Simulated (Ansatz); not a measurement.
# Nudged elastic band run: C₂H₈B₂

The input (input.yaml):

```yaml
crystal:
  periodic: [false, false, false]
  atoms:
    - { symbol: B, position_ang: [-1.041685, 1.650183, 0.19068] }
    - { symbol: C, position_ang: [0.360701, 0.988987, 0.233666] }
    - { symbol: B, position_ang: [0.14498, -0.554161, 0.432291] }
    - { symbol: C, position_ang: [0.52289, -1.633179, -0.632352] }
    - { symbol: H, position_ang: [-1.737331, 1.66426, 1.180726] }
    - { symbol: H, position_ang: [-1.481209, 2.128052, -0.830955] }
    - { symbol: H, position_ang: [0.799264, 1.294189, 1.2073] }
    - { symbol: H, position_ang: [1.017001, 1.234535, -0.613931] }
    - { symbol: H, position_ang: [-0.363141, -0.926367, 1.471447] }
    - { symbol: H, position_ang: [1.173055, -2.402361, -0.177152] }
    - { symbol: H, position_ang: [-0.394272, -2.186793, -0.911727] }
    - { symbol: H, position_ang: [0.999757, -1.257335, -1.549993] }
basis:
  gaussian: { orbitals: def2-SVP }
hamiltonian:
  xc: r2scan
  dispersion: d4
neb:
  order_check: false
  images: 7
  f_tol: 0.03
  max_iterations: 60
  initial_path: idpp
  spring: 20.0
  final_atoms:
    - { symbol: B, position_ang: [-0.9544641, 1.72189701, 0.14296845] }
    - { symbol: C, position_ang: [0.3683943, 0.93636576, 0.34105591] }
    - { symbol: B, position_ang: [0.00309523, -0.59060033, 0.39540582] }
    - { symbol: C, position_ang: [0.49021588, -1.63171745, -0.66203122] }
    - { symbol: H, position_ang: [-1.78245191, 1.74898869, 1.02488255] }
    - { symbol: H, position_ang: [-1.20123273, 2.28688943, -0.89842567] }
    - { symbol: H, position_ang: [0.68262135, 1.14772498, 1.38486409] }
    - { symbol: H, position_ang: [1.15849938, 1.16929331, -0.38786629] }
    - { symbol: H, position_ang: [-0.6714795, -0.98056883, 1.32768864] }
    - { symbol: H, position_ang: [0.93511788, -1.20971497, -1.57579526] }
    - { symbol: H, position_ang: [1.26953817, -2.24262397, -0.16329969] }
    - { symbol: H, position_ang: [-0.29784394, -2.35592363, -0.92944733] }
```

Command:

```bash
$ ansatz run input.yaml --threads 2 --pin off --max-ram 3072MiB --backend cpu --events-out ev --progress --plain --runs-dir out
```

Output, in part (warnings, iteration lines, the closing report on the highest movable image, with atoms numbered from 0):

```
NEB end point (image 0): max|allowed force component| = 1.031e-2 eV/Å (the criterion of neb.relax_end_points is 1.000e-2)
NEB end point (image 8): max|allowed force component| = 7.605e-3 eV/Å (the criterion of neb.relax_end_points is 1.000e-2)
NEB iter   1: max|band force component| = 1.350e0 eV/Å  barrier→ = 0.1358 eV  barrier← = 0.1358 eV  Δτ_max = 0.1195 Å  (238 SCF iters)
NEB iter   2: max|band force component| = 4.741e-1 eV/Å  barrier→ = 0.0475 eV  barrier← = 0.0476 eV  CI = image 4  Δτ_max = 0.0878 Å  (185 SCF iters)
NEB iter   3: max|band force component| = 1.575e-1 eV/Å  barrier→ = 0.0198 eV  barrier← = 0.0199 eV  CI = image 4  Δτ_max = 0.0473 Å  (189 SCF iters)
NEB iter   4: max|band force component| = 7.441e-2 eV/Å  barrier→ = 0.0180 eV  barrier← = 0.0181 eV  CI = image 4  Δτ_max = 0.0225 Å  (191 SCF iters)
NEB iter   5: max|band force component| = 3.149e-2 eV/Å  barrier→ = 0.0177 eV  barrier← = 0.0178 eV  CI = image 4  Δτ_max = 0.0120 Å  (188 SCF iters)
NEB iter   6: max|band force component| = 2.356e-2 eV/Å  barrier→ = 0.0176 eV  barrier← = 0.0176 eV  CI = image 4  Δτ_max = 0.0185 Å  (338 SCF iters)
NEB iter   7: max|band force component| = 3.399e-2 eV/Å  barrier→ = 0.0174 eV  barrier← = 0.0174 eV  CI = image 4  Δτ_max = 0.0093 Å  (28 SCF iters)
NEB iter   8: max|band force component| = 2.169e-2 eV/Å  barrier→ = 0.0173 eV  barrier← = 0.0174 eV  CI = image 4  Δτ_max = 0.0000 Å  (349 SCF iters)
Total energy: -3551.37641003 eV, -130.5106758591 hartree
Atom 0 at    -0.649556     1.837047     0.170218 Å, force     0.006092     0.020444     0.007862 eV/Å
Atom 1 at     0.487769     0.813484     0.412455 Å, force    -0.000850    -0.001775     0.008253 eV/Å
Atom 2 at    -0.154417    -0.623009     0.401521 Å, force     0.004432     0.012752     0.009899 eV/Å
Atom 3 at     0.254654    -1.683675    -0.672871 Å, force    -0.003837    -0.021824    -0.014768 eV/Å
Atom 4 at    -1.512275     1.996038     1.003631 Å, force    -0.003423    -0.001302    -0.001938 eV/Å
Atom 5 at    -0.721732     2.465711    -0.862043 Å, force    -0.004486    -0.008565    -0.004589 eV/Å
Atom 6 at     0.767275     0.925209     1.482013 Å, force     0.001993    -0.007165    -0.003638 eV/Å
Atom 7 at     1.358785     0.910518    -0.252535 Å, force    -0.001982    -0.001909    -0.002328 eV/Å
Atom 8 at    -0.987965    -0.874023     1.247687 Å, force    -0.005002    -0.002188    -0.002929 eV/Å
Atom 9 at     1.349446    -1.835366    -0.662517 Å, force     0.005400     0.005898     0.001493 eV/Å
Atom 10 at    -0.237712    -2.663123    -0.589978 Å, force     0.001668     0.008465     0.002859 eV/Å
Atom 11 at     0.045737    -1.268802    -1.677582 Å, force    -0.000004    -0.002833    -0.000176 eV/Å
Dipole moment:     0.208228    -0.115207    -0.037828 e Å
```

The forces met the threshold. The band force fell under the threshold earlier too, but the program's further tests of the path sent the band on. Another band between the same ends (7 images) ends at a top of the same energy, where a vibrational analysis finds 1 clearly imaginary mode.

Final band (atoms are numbered from 1 in the order of the input):

```json
{"image": "0", "path coordinate (Å)": "0.00", "energy (eV)": "0.000", "dihedral C2–B3–C4–H12 (°)": "2"}
{"image": "1", "path coordinate (Å)": "0.46", "energy (eV)": "0.000", "dihedral C2–B3–C4–H12 (°)": "-11"}
{"image": "2", "path coordinate (Å)": "0.91", "energy (eV)": "0.003", "dihedral C2–B3–C4–H12 (°)": "-25"}
{"image": "3", "path coordinate (Å)": "1.37", "energy (eV)": "0.012", "dihedral C2–B3–C4–H12 (°)": "-41"}
{"image": "4", "path coordinate (Å)": "1.83", "energy (eV)": "0.017", "dihedral C2–B3–C4–H12 (°)": "-58"}
{"image": "5", "path coordinate (Å)": "2.36", "energy (eV)": "0.008", "dihedral C2–B3–C4–H12 (°)": "-78"}
{"image": "6", "path coordinate (Å)": "2.89", "energy (eV)": "0.000", "dihedral C2–B3–C4–H12 (°)": "-99"}
{"image": "7", "path coordinate (Å)": "3.41", "energy (eV)": "0.000", "dihedral C2–B3–C4–H12 (°)": "-119"}
{"image": "8", "path coordinate (Å)": "3.94", "energy (eV)": "0.000", "dihedral C2–B3–C4–H12 (°)": "-139"}
```

Time of the run: 2.5 min on 2 threads of Arm Neoverse V1 (shared host), peak memory 0.14 GiB.
